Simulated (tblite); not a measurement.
C₅H₃ClOS.
Atom-mapped SMILES: `[O:1]=[C:2]([Cl:3])[c:4]1[cH:5][cH:6][cH:7][s:8]1` (hydrogens: H9 on C5; H10 on C6; H11 on C7)

Structure optimised with GFN2-xTB, isolated species.

(1) List the bond lengths, angles and torsions at this level.

Results:

(1) 
```json
{"bond": "O1=C2", "length (Å)": "1.191"}
{"bond": "C2–Cl3", "length (Å)": "1.782"}
{"bond": "C2–C4", "length (Å)": "1.435"}
{"bond": "C4–C5", "length (Å)": "1.377"}
{"bond": "C5–C6", "length (Å)": "1.400"}
{"bond": "C6–C7", "length (Å)": "1.366"}
{"bond": "C7–S8", "length (Å)": "1.706"}
{"bond": "C4–S8", "length (Å)": "1.740"}
{"bond": "C5–H9", "length (Å)": "1.074"}
{"bond": "C6–H10", "length (Å)": "1.075"}
{"bond": "C7–H11", "length (Å)": "1.073"}
```

A selection of angles:
```json
{"angle": "O1–C2–Cl3", "degrees": "119.5"}
{"angle": "O1–C2–C4", "degrees": "128.4"}
{"angle": "Cl3–C2–C4", "degrees": "112.2"}
{"angle": "C2–C4–C5", "degrees": "130.6"}
{"angle": "C2–C4–S8", "degrees": "118.2"}
{"angle": "C5–C4–S8", "degrees": "111.3"}
{"angle": "C4–C5–C6", "degrees": "112.6"}
{"angle": "C5–C6–C7", "degrees": "112.5"}
{"angle": "C6–C7–S8", "degrees": "112.9"}
{"angle": "C4–S8–C7", "degrees": "90.7"}
```

Torsions: O1–C2–C4–C5 180° (antiperiplanar).

The 8 heavy atoms lie in one plane (0.000 Å rms). The C–C distances run from 1.366 Å (C6–C7, aromatic) to 1.435 Å (C2–C4, drawn single), a spread of 0.069 Å. The 5-membered ring C4–C5–C6–C7–S8 has internal angles of 90.7° to 112.9°; it is planar, 0.00 Å rms from its mean plane, widest ring torsion 0°. Of the pairs four or more bonds apart, Cl3···H9 is among the closest relative to their van der Waals radii: 2.73 Å, 93 % of the sum of Bondi's values. The 2 C–S bonds span 1.706 Å (C7–S8, aromatic) to 1.740 Å (C4–S8, aromatic), a spread of 0.034 Å.

Point group: Cs (every atom within 0.08 Å of its image). Its GFN2-xTB frequencies are all real (lowest 54 cm⁻¹). One conformer, not necessarily the lowest.

All values are computed, not measured.
